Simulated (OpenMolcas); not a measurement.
Values are calculated unless marked as measured or tabulated.
# Ti2+: input and output

Ti2+ with its 6 nearest chloride ions at 2.62 Å, on the Y site of Cs2NaYCl6 (a = 10.7396 Å, distance in the model lattice 2.619 Å). The rest of the host is ab initio model potentials to 7.6 Å, with orthogonalisation functions on the cations behind the ligands, and point charges beyond; the distance is set by hand and nothing relaxes, and no local charge compensation is placed. Ligand basis ANO-RCC-VDZP.

Input, with the lattice sites abridged:

```
&GATEWAY
Basis set
Ti.ANO-RCC-VTZP.
Ti1 0.0 0.0 0.0 Angstrom
End of basis
Basis set
Cl.ANO-RCC-VDZP.
L1 2.620000 0.000000 0.000000 Angstrom
L2 0.000000 2.620000 0.000000 Angstrom
L3 0.000000 0.000000 2.620000 Angstrom
End of basis
Basis set
Na.EMB-AIMP.Al-Abdalla.7s4p.1s1p.ECP.Cs2NaYCl6.
PseudoCharge
* 3 symmetry-unique lattice sites within 7.6 angstrom
End of basis
Basis set
Cs.EMB-AIMP.Al-Abdalla.0s.0s.ECP.Cs2NaYCl6.
PseudoCharge
* 4 symmetry-unique lattice sites within 7.6 angstrom
End of basis
Basis set
Cl.EMB-AIMP.Al-Abdalla.0s.0s.ECP.Cs2NaYCl6.
PseudoCharge
* 12 symmetry-unique lattice sites within 7.6 angstrom
End of basis
Basis set
Y.EMB-AIMP.Al-Abdalla.0s.0s.ECP.Cs2NaYCl6.
PseudoCharge
* 6 symmetry-unique lattice sites within 7.6 angstrom
End of basis
Symmetry
XYZ
AngMom=0.0 0.0 0.0
AMFI
RICD
XField
1564 Angstrom 0
* Evjen-weighted lattice charges
&SEWARD
&RASSCF
FileOrb=start.orb
Symmetry=1
Spin=3
nActEl=2 0 0
Inactive=30 33
Ras2=5 0
CIRoot=10 10 1
SDav=10
CIMx=300
Iter=150 100
PrWF=0.3
OrbListing=Nothing
MaxOrb=0
LevShft=1.0
>>> COPY $Project.JobIph JOB001
&RASSCF
FileOrb=start.orb
Symmetry=1
Spin=1
nActEl=2 0 0
Inactive=30 33
Ras2=5 0
CIRoot=15 15 1
SDav=15
CIMx=300
Iter=150 100
PrWF=0.3
OrbListing=Nothing
MaxOrb=0
LevShft=1.0
>>> COPY $Project.JobIph JOB002
&RASSI
NrOfJobIphs=2 10 15
1 2 3 4 5 6 7 8 9 10
1 2 3 4 5 6 7 8 9 10 11 12 13 14 15
IphNames
JOB001
JOB002
EJob
SpinOrbit
DIPRint=1.0
SOCoupling=1000.0
Subsets=2
Property=9
'ANGMOM' 1 'ANGMOM' 2 'ANGMOM' 3 'MLTPL  1' 1 'MLTPL  1' 2 'MLTPL  1' 3
'AMFI' 1 'AMFI' 2 'AMFI' 3
SOProperty=3
'ANGMOM' 1 'ANGMOM' 2 'ANGMOM' 3
```

Launched by
```bash
OMP_NUM_THREADS=1 MOLCAS_MEM=2457 MOLCAS_PROJECT=a pymolcas a.inp > a.log  # once for each step of the input, in one work folder
```

A driver script runs the steps one by one and writes start.orb anew before each from the orbitals found so far.

Output, cut to the results:

```
--- SEWARD ---
Basis set label: TI.ANO-RCC...6S5P3D2F1G.

      Electronic valence basis set:
      ------------------
      Associated Effective Charge  22.000000 au
      Associated Actual Charge     22.000000 au
      Nuclear Model: Point charge

      Shell  nPrim  nBasis  Cartesian Spherical Contaminant
         s      21       6        X
         p      15       5        X
         d      10       3                 X
         f       6       2                 X
         g       4       1                 X
                  Relativistic Douglas-Kroll-Hess integrals:
                    - DKH order of Hamiltonian: 2
                    - DKH order of Properties : 0
                  Atomic mean-field integrals
--- RASSCF ---
Wave function specifications:
      -----------------------------

      Number of closed shell electrons         126
      Number of electrons in active shells       2
      Max number of holes in RAS1 space          0
      Max nr of electrons in RAS3 space          0
      Number of inactive orbitals               63
      Number of active orbitals                  5
      Number of secondary orbitals             123
      Spin quantum number                      1.0
      State symmetry                             1
Orbital specifications:
      -----------------------

      Symmetry species                           1   2
                                                ag  au
      Frozen orbitals                            0   0
      Inactive orbitals                         30  33
      Active orbitals                            5   0
      RAS1 orbitals                              0   0
      RAS2 orbitals                              5   0
      RAS3 orbitals                              0   0
      Secondary orbitals                        61  62
      Deleted orbitals                           0   0
      Number of basis functions                 96  95
      Number of CSFs                            10
      Number of root(s) required                10
      Iter CI   SX   CI       RASSCF       Energy    max ROT     max BLB   max BLB  Level Ln srch  Step   QN
          iter iter root      energy       change     param      element    value   shift minimum  type update
 Nr of preliminary CI iterations:   1
      Total energies have been shifted. Add                -3000.00 au
        1   1   13    0  -619.13741502    0.00E+00  -4.94E-02   33  92 2  1.85E-01*  0.79   0.00    SX    NO
        2   1   13    0  -619.39446516   -2.57E-01* -2.72E-02   30  33 1  6.25E-02*  0.86   0.00    SX    NO
        3   1   12    0  -619.43250825   -3.80E-02* -1.53E-02   30  33 1  3.60E-02*  0.88   0.00    SX    NO
        4   1   11    0  -619.44017330   -7.67E-03* -8.98E-03   30  33 1  2.15E-02*  0.89   0.00    SX    NO
        5   1   10    0  -619.44242651   -2.25E-03* -1.15E-02   30  33 1  1.32E-02*  0.89   2.37    LS   YES
        6   1   10    0  -619.44355922   -1.13E-03*  3.63E-03   30  93 1 -2.96E-03*  0.90   1.07    QN   YES
        7   1   10    0  -619.44371486   -1.56E-04*  3.07E-03    5  45 2 -1.38E-03*  0.90   1.86    LS   YES
        8   1    9    0  -619.44375685   -4.20E-05* -6.48E-04    5  45 2 -1.14E-03*  0.89   1.01    QN   YES
        9   1    9    0  -619.44377023   -1.34E-05* -3.93E-04    9  57 2 -4.07E-04*  0.89   1.61    LS   YES
       10   1    8    0  -619.44377245   -2.22E-06* -2.48E-04    6  46 2  4.57E-04*  0.89   1.00    QN   YES
       11   1    8    0  -619.44377422   -1.77E-06* -1.46E-04   33  36 2  1.43E-04*  0.89   1.59    LS   YES
       12   1    8    0  -619.44377451   -2.85E-07* -6.83E-05    6  56 2  1.30E-04*  0.89   1.00    QN   YES
       13   1    7    0  -619.44377474   -2.37E-07* -7.28E-05   10  31 1  7.74E-05   0.89   2.07    LS   YES
       14   1    7    0  -619.44377483   -8.33E-08* -1.95E-05    3  46 2 -1.17E-04*  0.89   1.00    QN   YES
       15   1    6    0  -619.44377485   -2.16E-08* -2.11E-05   24  76 1 -1.71E-05   0.89   1.31    QN   YES
       16   1    5    0  -619.44377485    3.10E-09  -2.78E-06    3  46 2  1.25E-05   0.89   0.19    QN   YES
      Convergence after 16 iterations
       17   1    5    0  -619.44377484    2.75E-10  -2.78E-06    3  46 2  6.00E-06   0.89   0.19    QN   YES
      Natural orbitals and occupation numbers for root  1
      sym 1:   0.915594   0.915594   0.084406   0.084406   0.000000
      Natural orbitals and occupation numbers for root  2
      sym 1:   0.915543   0.084457   0.084457   0.915543   0.000000
...
--- RASSI ---
SPIN-FREE ENERGIES:
  (Shifted by EMIN (a.u.) =      -3619.4830035737)

 SF State       Relative EMIN(au)   Rel lowest level(eV)    D:o, cm**(-1)

     1             0.0000000000        0.0000000000              0.0000
     2             0.0000000000        0.0000000000              0.0000
     3             0.0000000000        0.0000000000              0.0000
     4             0.0286783148        0.7803766999           6294.1626
     5             0.0286783148        0.7803766999           6294.1626
     6             0.0286783148        0.7803766999           6294.1626
    11             0.0519310328        1.4131153912          11397.5443
    12             0.0519310333        1.4131154052          11397.5444
    13             0.0519310333        1.4131154052          11397.5444
    14             0.0539160495        1.4671304471          11833.2051
    15             0.0539160495        1.4671304471          11833.2051
     7             0.0622328905        1.6934432194          13658.5407
     9             0.0813398180        2.2133692038          17852.0266
    10             0.0813398180        2.2133692038          17852.0266
     8             0.0813398180        2.2133692038          17852.0266
    16             0.0913576158        2.4859673708          20050.6791
    17             0.0913576158        2.4859673708          20050.6791
    18             0.0913576166        2.4859673918          20050.6792
    19             0.0971902261        2.6446807830          21330.7891
    20             0.1014206337        2.7597960360          22259.2562
    21             0.1014206337        2.7597960360          22259.2562
    22             0.1014206345        2.7597960583          22259.2564
    23             0.1245347374        3.3887628407          27332.2156
    24             0.1245347380        3.3887628556          27332.2157
    25             0.2119785363        5.7682298272          46523.9111
...
```

Spin-orbit levels above the lowest (labels of O, the rotations of Oh):

```csv
E (cm-1),Degeneracy,Label,2S+1
0.0,2,E,3
4.0,3,T2,3
172.6,3,T1,3
257.9,1,A1,3
6324,1,A2,3
6349,3,T2,3
6417,3,T1,3
6420,2,E,3
11490,3,T2,1
11922,2,E,1
13752,3,T2,3
17832,1,A1,3
17889,3,T1,3
17997,3,T2,3
17999,2,E,3
20146,3,T2,1
21424,1,A1,1
22351,3,T1,1
27425,2,E,1
46617,1,A1,1
```

An orbital triplet at a regular site is open to Jahn-Teller coupling, which can distort the site and quench the lowest spin-orbit gaps and is left out. Without dynamic correlation the repulsion within the d shell is too large (B by tens of per cent), so at a given field states of lower spin stand too high. Ligand-to-metal charge-transfer states are missing. With no ligand orbital active B as a rule stays too high, so bands that hang on it stand too high and its fall with covalency is understated. With metal d orbitals alone and no dynamic correlation the field as a rule comes out too small, by tens of per cent, by up to half for chloride and softer ligands. No measured value stands beside these numbers; the geometry was set by hand and not optimised.

The RASSCF and RASSI steps took 44 s on 1 thread of Arm Neoverse V1, on a shared host; the integral step is not counted.
